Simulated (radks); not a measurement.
Initial-state core-level shifts of neutral silver when its valence configuration changes from [Kr] 4d10 5s1. Method: scalar-relativistic Kohn-Sham, PBEsol, spin-polarised, spherical densities, point nucleus; open shells are filled with parallel spins first (spin-orbit coupling, left out, can overturn this in heavy ions); computed with a radial shooting solver on a logarithmic mesh with Libxc functionals. Shifts are changes of the shell-averaged eigenvalues in eV (positive: less bound).

valence               2s      3s      3p      4s
4d9 5s1 5p1       -6.087  -6.037  -6.037  -5.752
4d9 5s2           -4.569  -4.494  -4.495  -4.166
4d9.5 5s0.5 5p1   -3.908  -3.903  -3.903  -3.813
4d10 5p1          -1.884  -1.913  -1.912  -1.977
4d9.5 5p1.5       -4.713  -4.722  -4.721  -4.656
4d9.5 5s1.5       -2.226  -2.194  -2.194  -2.049
4d9.5 5s1 5p0.5   -3.052  -3.035  -3.035  -2.920
4d10 5s0.5 5p0.5  -0.991  -1.006  -1.005  -1.038
4d8.5 5s2 5p0.5   -7.904  -7.781  -7.782  -7.240
